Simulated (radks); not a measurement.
Question: The mean radii <r> (bohr) of the occupied orbitals of an atom or ion are listed with their occupations. Method: Dirac Kohn-Sham, BLYP, spin-unpolarised, spherical densities, point nucleus; computed with a radial shooting solver on a logarithmic mesh with Libxc functionals.

| orbital | occ. | <r> |
|---|---|---|
| 1s1/2 | 2 | 0.03111 |
| 2s1/2 | 2 | 0.1345 |
| 2p1/2 | 2 | 0.1141 |
| 2p3/2 | 4 | 0.1192 |
| 3s1/2 | 2 | 0.3683 |
| 3p1/2 | 2 | 0.3600 |
| 3p3/2 | 4 | 0.3709 |
| 3d3/2 | 4 | 0.3437 |
| 3d5/2 | 6 | 0.3472 |
| 4s1/2 | 2 | 0.9066 |
| 4p1/2 | 2 | 0.9699 |
| 4p3/2 | 3 | 1.000 |
| 4d3/2 | 4 | 1.288 |
| 4d5/2 | 6 | 1.304 |
| 4f5/2 | 1 | 8.686 |

Name the element and its charge. Open shells, if any, fill j = l - 1/2 first.

Answer: Z = 47, silver, charge +1: Ag+ in [Ar] 3d10 4s2 4p5 4d10 4f1. The 1s radius gives Z: for a bare nucleus <r> = (2 gamma + 1)/(2Z) with gamma = sqrt(1 - (Z/c)^2), 0.03062 bohr for Z = 47, and screening makes it slightly larger (0.03111 here). The occupations add up to 46, and the charge is Z minus that.
